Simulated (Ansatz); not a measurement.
The same path of a periodic cell of 13 atoms, Zr$_{12}$H (host Zr, host structure hcp, interstitial H) was run twice with different band settings.

Theory: Ansatz, DFT PBEsol, scalar-relativistic, plane waves, PAW. Settings: cutoff 420 eV, k mesh 3x2x3, gaussian smearing 0.05 eV, no spin polarisation.

Relaxed end points:

```xyz
13
Lattice="6.4600 0.0000 0.0000 -4.8450 8.3918 0.0000 0.0000 0.0000 5.1454" Properties=species:S:1:pos:R:3
Zr 0.002 0.021 -0.007
Zr -0.010 1.834 2.577
Zr -1.582 2.780 0.038
Zr -1.583 4.671 2.619
Zr -3.232 5.641 0.027
Zr -3.228 7.474 2.597
Zr 3.233 -0.027 -0.015
Zr 3.237 1.809 2.548
Zr 1.587 2.778 -0.045
Zr 1.586 4.667 2.536
Zr 0.016 5.612 -0.004
Zr 0.004 7.427 2.585
H 3.232 3.720 1.289
```

```xyz
13
Lattice="6.4600 0.0000 0.0000 -4.8450 8.3918 0.0000 0.0000 0.0000 5.1454" Properties=species:S:1:pos:R:3
Zr 0.003 0.014 0.008
Zr -0.003 1.846 2.556
Zr -1.578 2.773 -0.041
Zr -1.586 4.679 2.547
Zr -3.233 5.633 -0.013
Zr -3.226 7.484 2.557
Zr 3.229 -0.024 0.015
Zr 3.235 1.825 2.584
Zr 1.586 2.781 0.028
Zr 1.578 4.688 2.615
Zr 0.006 5.615 0.019
Zr -0.001 7.448 2.568
H 3.240 3.736 -1.285
```

Common settings: spring 5.0 eV/Å²; optimiser quadratic models (default); end points relaxed.

| run | movable images | climbing image | start path | force threshold | iteration limit |
| --- | --- | --- | --- | --- | --- |
| 1 | 3 | yes | IDPP | 0.03 eV/Å | 80 |
| 2 | 4 | from the first iteration | default | 0.05 eV/Å | 50 |

What does each run give, and how far can it be trusted?

Run 1: converged after 6 iterations, highest image 0.442 eV above the first end. By the program's own check the climbing image is of a kind that is not told: the force calls were inconclusive, a negative curvature could not be distinguished from the path's own, the only one lies far off the path, or fixed occupations may fill a level only in part (lowest curvatures found: -1.06 and 0.05 eV/Å²).
Run 2: converged after 5 iterations, highest image 0.442 eV above the first end. The order of the point at the top wasn't checked.
Limits of this set-up: coarse k mesh, odd electron count without spin, a small cell, in which the defect meets its images, a typed lattice constant that wasn't relaxed here.
